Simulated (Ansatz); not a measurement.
`[SiH3]B[SiH2]Cl` + CH₃OH → `COB[SiH3]` + `[SiH3]Cl` at 700 K and 1 bar (cleavage of the B–Si bond).

Calculated with Ansatz (gas phase, PBE0-D4/def2-TZVP geometries, no zero-point term in ΔE). CCSD(T)/CBS adds triple-zeta CCSD(T) − MP2 to the extrapolated MP2 energy (def2 sets, frozen cores). This one scheme is used for every species. Each species was taken in one conformer, which may not be the lowest.

```json
{"species": "`[SiH3]B[SiH2]Cl`", "CCSD(T)/CBS energy (Eh)": "-1066.33624", "H − E (kJ/mol)": "226.5", "S (J/(mol·K))": "498.0"}
{"species": "CH₃OH", "CCSD(T)/CBS energy (Eh)": "-115.61712", "H − E (kJ/mol)": "170.8", "S (J/(mol·K))": "288.5"}
{"species": "`COB[SiH3]`", "CCSD(T)/CBS energy (Eh)": "-431.31805", "H − E (kJ/mol)": "285.0", "S (J/(mol·K))": "446.7"}
{"species": "`[SiH3]Cl`", "CCSD(T)/CBS energy (Eh)": "-750.69636", "H − E (kJ/mol)": "107.0", "S (J/(mol·K))": "306.3"}
```

H − E and S are ideal-gas, rigid-rotor, harmonic terms from PBE0-D4/def2-TZVP, for one conformer and one mirror image of each species. 1 Eh = 2625.50 kJ/mol, R = 8.31446 J/(mol·K).

Task: By hand: ΔE, ΔH, ΔS and ΔG.

Result: ΔE = (-431.31805) + (-750.69636) − (-1066.33624) − (-115.61712) = -0.06105 Eh = -160.3 kJ/mol. Δ(H − E) = 285.0 + 107.0 − 226.5 − 170.8 = -5.3, so ΔH = -165.6 kJ/mol. ΔS = 446.7 + 306.3 − 498.0 − 288.5 = -33.5 J/(mol·K). ΔG = -165.6 − 700 × (-33.5)/1000 = -142.2 kJ/mol.

Task: By hand: the equilibrium constant, and the temperature at which ΔG would vanish if ΔH and ΔS stayed fixed.

Result: log₁₀ K = −ΔG/(RT ln 10) = 10.6. ΔG = 0 at ΔH/ΔS = 4943 K, far beyond where these terms or the molecules hold.

ΔH outweighs TΔS. A doubt of 5 kJ/mol in ΔE shifts log₁₀ K by 0.4 here. Other conformers and mirror images would add mixing entropy, several J/(mol·K) or more a flexible species. Modes under 60 cm⁻¹, often nearly free rotors, make the harmonic entropy too high. These are equilibria of isolated gas molecules and say nothing of rates. Largest T1 diagnostic: 0.014 (customary marks: 0.02 for closed shells, 0.045 for open ones).
